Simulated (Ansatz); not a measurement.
```xyz
7

F    -0.769    1.119   -2.045
Sb   -1.195    1.225   -0.177
Si    0.866   -0.226    0.483
Cl   -2.611   -0.647   -0.094
H     0.907   -1.398   -0.423
H     0.694   -0.654    1.897
H     2.108    0.581    0.360
```

The species carries charge 0 and has multiplicity 1. Sb takes the def2 core potential.

Problem. List the B3LYP/def2-TZVPP orbital energies in eV (Ansatz). (Estimate.)

Solution. The calculation gave: Occupied: -2762.44, -1799.38, -670.86, -257.16, -196.19, -196.05, -196.03, -156.98, -143.95, -108.81, -108.76, -108.57, -99.28, -99.25, -99.24, -37.08, -36.89, -36.73, -36.70, -36.65, -31.04, -22.27, -16.27, -14.57, -11.76, -11.36, -11.32, -10.18, -10.10, -9.58, -9.21, -8.99, -7.16. Lowest empty: -2.08, -1.89, -0.67, 0.80, 0.89, 0.92, 2.61, 2.86.

B3LYP here is the variant with VWN-RPA as its local correlation; programs differ in this.
